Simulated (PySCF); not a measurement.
Run record: core-ionisation job, `FC(F)(F)[Si@H](P)N[SiH3]`.

Computed with delta-SCF UKS SCAN, pcX-2 on the ionised atom, pcseg-1 elsewhere, spin-free X2C (PySCF 2.14.0). Geometry: PBE0-D3(BJ)/def2-SVP. The input is one job of a driver script: a line of settings, then coordinates in Å.

Input:
```
{"job": {"kind": "xps"}, "charge": 0, "multiplicity": 1}
F     -2.742537     0.877614    -0.767105
C     -1.589223     1.047040    -0.102799
F     -1.749739     0.499450     1.117897
F     -1.428220     2.367570     0.080711
Si    -0.074428     0.258241    -1.016305
P     -0.501466    -1.926425    -1.375763
N      1.343628     0.497120    -0.058335
Si     1.822640    -0.361385     1.387935
H      0.056134     0.986402    -2.309582
H     -1.147788    -2.087729    -0.111969
H     -1.720579    -1.601193    -2.049460
H      1.871260     1.339602    -0.273643
H      1.538185     0.406337     2.638341
H      1.041425    -1.631762     1.408394
H      3.285348    -0.660606     1.350436
```

Output:
```
ground state, core basis on atom 0 (F), 190 functions
  cycle   1  E = -1318.83052909  |g| = 9.22e-01
  cycle   2  E = -1318.49812915  |g| = 1.65e+00
  cycle   3  E = -1318.97519387  |g| = 8.70e-02
  cycle   4  E = -1318.97704920  |g| = 4.20e-02
  cycle   5  E = -1318.97746423  |g| = 1.54e-02
  cycle   6  E = -1318.97750505  |g| = 4.92e-03
  cycle   7  E = -1318.97751072  |g| = 1.20e-03
  cycle   8  E = -1318.97750992  |g| = 6.45e-04
  cycle   9  E = -1318.97751111  |g| = 1.09e-04
  E(ground) = -1319.06076295 Eh
hole in F 1s of atom 0
  cycle   1  E = -1292.58827675  |g| = 2.58e+00
  cycle   2  E = -1290.92611303  |g| = 2.63e+00
  cycle   3  E = -1292.80988741  |g| = 1.13e+00
  cycle   4  E = -1293.41536201  |g| = 4.12e-01
  cycle   5  E = -1293.46888757  |g| = 1.78e-01
  cycle   6  E = -1293.48056080  |g| = 4.90e-02
  cycle   7  E = -1293.48151185  |g| = 1.29e-02
  cycle   8  E = -1293.48160431  |g| = 5.61e-03
  cycle   9  E = -1293.48162171  |g| = 1.92e-03
  cycle  10  E = -1293.48162301  |g| = 5.61e-04
  cycle  11  E = -1293.48162422  |g| = 1.86e-04
  E(ion) = -1293.57168450 Eh   <S^2> = 0.7576   hole on atom = 1.000   binding energy = 693.593 eV
ground state, core basis on atom 1 (C), 190 functions
  cycle   1  E = -1318.94376983  |g| = 1.10e-01
  cycle   2  E = -1318.94082486  |g| = 1.65e-01
  cycle   3  E = -1318.94505265  |g| = 1.85e-02
  cycle   4  E = -1318.94510065  |g| = 8.10e-03
  cycle   5  E = -1318.94511302  |g| = 1.32e-03
  cycle   6  E = -1318.94511576  |g| = 3.90e-04
  E(ground) = -1319.02555933 Eh
hole in C 1s of atom 1
  cycle   1  E = -1307.47404576  |g| = 1.50e+00
  cycle   2  E = -1295.30590093  |g| = 4.16e+00
  cycle   3  E = -1307.65352917  |g| = 9.09e-01
  cycle   4  E = -1307.85668294  |g| = 6.98e-01
  cycle   5  E = -1308.02017468  |g| = 1.06e-01
  cycle   6  E = -1308.02298771  |g| = 6.55e-02
  cycle   7  E = -1308.02557462  |g| = 1.75e-02
  cycle   8  E = -1308.02568703  |g| = 1.03e-02
  cycle   9  E = -1308.02572634  |g| = 3.31e-03
  cycle  10  E = -1308.02573492  |g| = 1.37e-03
  cycle  11  E = -1308.02573860  |g| = 6.34e-04
  cycle  12  E = -1308.02573747  |g| = 4.00e-04
  E(ion) = -1308.10905672 Eh   <S^2> = 0.7718   hole on atom = 1.000   binding energy = 297.053 eV
ground state, core basis on atom 4 (Si), 201 functions
  cycle   1  E = -1319.03273806  |g| = 2.88e-01
  cycle   2  E = -1319.03273026  |g| = 4.70e-02
  cycle   3  E = -1319.03252862  |g| = 4.83e-02
  cycle   4  E = -1319.03299127  |g| = 1.22e-02
  cycle   5  E = -1319.03302674  |g| = 2.20e-03
  cycle   6  E = -1319.03302799  |g| = 3.11e-04
  E(ground) = -1319.07164650 Eh
hole in Si 1s of atom 4
  cycle   1  E = -1250.06720867  |g| = 4.35e+00
  cycle   2  E = -1249.68337008  |g| = 2.37e+00
  cycle   3  E = -1250.31688113  |g| = 1.11e+00
  cycle   4  E = -1251.05093908  |g| = 4.12e-01
  cycle   5  E = -1251.12398567  |g| = 1.82e-01
  cycle   6  E = -1251.13595044  |g| = 4.99e-02
  cycle   7  E = -1251.13696320  |g| = 1.42e-02
  cycle   8  E = -1251.13706628  |g| = 7.31e-03
  cycle   9  E = -1251.13708684  |g| = 2.24e-03
  cycle  10  E = -1251.13708940  |g| = 7.55e-04
  cycle  11  E = -1251.13709205  |g| = 3.00e-04
  E(ion) = -1251.18545585 Eh   <S^2> = 0.7524   hole on atom = 1.000   binding energy = 1847.277 eV
hole in Si 2p of atom 4
  cycle   1  E = -1314.72837607  |g| = 1.24e+00
  cycle   2  E = -1314.27080384  |g| = 1.36e+00
  cycle   3  E = -1314.95387174  |g| = 4.24e-01
  cycle   4  E = -1315.05496698  |g| = 1.48e-01
  cycle   5  E = -1315.06161593  |g| = 7.43e-02
  cycle   6  E = -1315.06423381  |g| = 1.27e-02
  cycle   7  E = -1315.06430453  |g| = 7.13e-03
  cycle   8  E = -1315.06432397  |g| = 2.23e-03
  cycle   9  E = -1315.06432990  |g| = 6.67e-04
  cycle  10  E = -1315.06432975  |g| = 2.29e-04
  E(ion) = -1315.11640226 Eh   <S^2> = 0.7516   hole on atom = 1.003   binding energy = 107.628 eV
  2p3/2 = 107.413 eV   2p1/2 = 108.037 eV
ground state, core basis on atom 5 (P), 201 functions
  cycle   1  E = -1319.04556254  |g| = 3.41e-01
  cycle   2  E = -1319.04533796  |g| = 4.68e-02
  cycle   3  E = -1319.04482163  |g| = 6.32e-02
  cycle   4  E = -1319.04609778  |g| = 5.83e-03
  cycle   5  E = -1319.04610262  |g| = 3.42e-03
  cycle   6  E = -1319.04610179  |g| = 4.10e-04
  E(ground) = -1319.09721059 Eh
hole in P 1s of atom 5
  cycle   1  E = -1238.87743945  |g| = 4.72e+00
  cycle   2  E = -1237.24099931  |g| = 2.56e+00
  cycle   3  E = -1231.01616329  |g| = 2.44e+00
  cycle   4  E = -1239.95471418  |g| = 3.57e-01
  cycle   5  E = -1239.95855211  |g| = 3.78e-01
  cycle   6  E = -1240.02668244  |g| = 8.56e-02
  cycle   7  E = -1240.02933734  |g| = 3.07e-02
  cycle   8  E = -1240.02967533  |g| = 1.32e-02
  cycle   9  E = -1240.02973448  |g| = 3.25e-03
  cycle  10  E = -1240.02973940  |g| = 8.87e-04
  cycle  11  E = -1240.02973800  |g| = 3.65e-04
  E(ion) = -1240.08188984 Eh   <S^2> = 0.7521   hole on atom = 1.000   binding energy = 2150.116 eV
hole in P 2p of atom 5
  cycle   1  E = -1313.61423495  |g| = 1.38e+00
  cycle   2  E = -1311.85148504  |g| = 1.71e+00
  cycle   3  E = -1313.61786596  |g| = 7.62e-01
  cycle   4  E = -1313.98041303  |g| = 2.02e-01
  cycle   5  E = -1313.99775993  |g| = 1.44e-01
  cycle   6  E = -1314.00634542  |g| = 3.88e-02
  cycle   7  E = -1314.00688922  |g| = 1.69e-02
  cycle   8  E = -1314.00698357  |g| = 6.71e-03
  cycle   9  E = -1314.00699906  |g| = 1.93e-03
  cycle  10  E = -1314.00700180  |g| = 5.97e-04
  cycle  11  E = -1314.00700397  |g| = 4.04e-04
  E(ion) = -1314.06912626 Eh   <S^2> = 0.7536   hole on atom = 1.002   binding energy = 136.821 eV
  2p3/2 = 136.583 eV   2p1/2 = 137.474 eV
ground state, core basis on atom 6 (N), 190 functions
  cycle   1  E = -1318.94853705  |g| = 7.98e-02
  cycle   2  E = -1318.94824486  |g| = 4.49e-02
  cycle   3  E = -1318.94868738  |g| = 2.93e-02
  cycle   4  E = -1318.94898482  |g| = 6.75e-03
  cycle   5  E = -1318.94900108  |g| = 1.10e-03
  cycle   6  E = -1318.94899792  |g| = 2.10e-04
  E(ground) = -1319.02819107 Eh
hole in N 1s of atom 6
  cycle   1  E = -1303.35765528  |g| = 1.87e+00
  cycle   2  E = -1301.87239031  |g| = 2.32e+00
  cycle   3  E = -1303.90767528  |g| = 5.60e-01
  cycle   4  E = -1304.03684277  |g| = 2.69e-01
  cycle   5  E = -1304.07129641  |g| = 1.41e-01
  cycle   6  E = -1304.07824748  |g| = 3.37e-02
  cycle   7  E = -1304.07869592  |g| = 1.18e-02
  cycle   8  E = -1304.07878849  |g| = 4.10e-03
  cycle   9  E = -1304.07879686  |g| = 2.20e-03
  cycle  10  E = -1304.07879888  |g| = 1.17e-03
  cycle  11  E = -1304.07880014  |g| = 2.57e-04
  E(ion) = -1304.15714112 Eh   <S^2> = 0.7659   hole on atom = 1.000   binding energy = 404.662 eV
ground state, core basis on atom 7 (Si), 201 functions
  cycle   1  E = -1319.02983839  |g| = 2.88e-01
  cycle   2  E = -1319.02992046  |g| = 4.19e-02
  cycle   3  E = -1319.02989600  |g| = 3.38e-02
  cycle   4  E = -1319.03004738  |g| = 1.15e-02
  cycle   5  E = -1319.03007447  |g| = 1.29e-03
  cycle   6  E = -1319.03007899  |g| = 2.10e-04
  E(ground) = -1319.06989349 Eh
hole in Si 1s of atom 7
  cycle   1  E = -1250.08211576  |g| = 4.35e+00
  cycle   2  E = -1248.82238448  |g| = 2.39e+00
  cycle   3  E = -1243.56860274  |g| = 2.44e+00
  cycle   4  E = -1251.03230321  |g| = 4.35e-01
  cycle   5  E = -1251.07197564  |g| = 3.56e-01
  cycle   6  E = -1251.13005619  |g| = 1.07e-01
  cycle   7  E = -1251.13647160  |g| = 2.81e-02
  cycle   8  E = -1251.13679349  |g| = 1.35e-02
  cycle   9  E = -1251.13687548  |g| = 4.62e-03
  cycle  10  E = -1251.13688652  |g| = 1.70e-03
  cycle  11  E = -1251.13688509  |g| = 5.65e-04
  cycle  12  E = -1251.13688569  |g| = 1.59e-04
  E(ion) = -1251.18497058 Eh   <S^2> = 0.7523   hole on atom = 1.000   binding energy = 1847.243 eV
hole in Si 2p of atom 7
  cycle   1  E = -1314.74232645  |g| = 1.23e+00
  cycle   2  E = -1313.30076694  |g| = 1.47e+00
  cycle   3  E = -1314.78652475  |g| = 6.03e-01
  cycle   4  E = -1315.04318313  |g| = 1.74e-01
  cycle   5  E = -1315.05161295  |g| = 1.60e-01
  cycle   6  E = -1315.06325448  |g| = 2.92e-02
  cycle   7  E = -1315.06370623  |g| = 1.10e-02
  cycle   8  E = -1315.06376885  |g| = 3.84e-03
  cycle   9  E = -1315.06377356  |g| = 1.43e-03
  cycle  10  E = -1315.06377419  |g| = 5.11e-04
  cycle  11  E = -1315.06377612  |g| = 1.38e-04
  E(ion) = -1315.11528635 Eh   <S^2> = 0.7517   hole on atom = 1.002   binding energy = 107.610 eV
  2p3/2 = 107.380 eV   2p1/2 = 108.004 eV
```

Cycles run on a coarse grid; E(ground) and E(ion) are re-evaluated on a finer one, so they differ from the last cycle. For a 2p shell the printed binding energy is that of one 2p hole without spin–orbit coupling; the 2p3/2 and 2p1/2 values follow from a further step that adds the ground-state splitting of the three 2p orbitals and a mean-field spin–orbit operator, and the shell mean corrects the one hole to the average of the three. The program numbers atoms from 0.

Q: How does the 1s binding energy of P6 follow from the two total energies?

A: E(ion) − E(ground) = -1240.08188984 − (-1319.09721059) = 79.015321 Eh, times 27.211386 eV gives 2150.12 eV.

Summary of the converged run: F1s of F1 693.59 eV; C1s of C2 297.05 eV; Si1s of Si5 1847.28 eV; Si2p of Si5 107.62 eV (mean of the 2p shell); P1s of P6 2150.12 eV; P2p of P6 136.88 eV (mean of the 2p shell); N1s of N7 404.66 eV; Si1s of Si8 1847.24 eV; one atom stands for each set of equivalent ones.

Geometry: PBE0-D3(BJ)/def2-SVP, one conformer, isolated molecule.

Q: Estimate the wall time. Hardware: an x86-64 server with one thread, no GPU (shared host).

A: About 57 s.
Labels such as C1 count atoms from 1, the log's own numbers from 0.
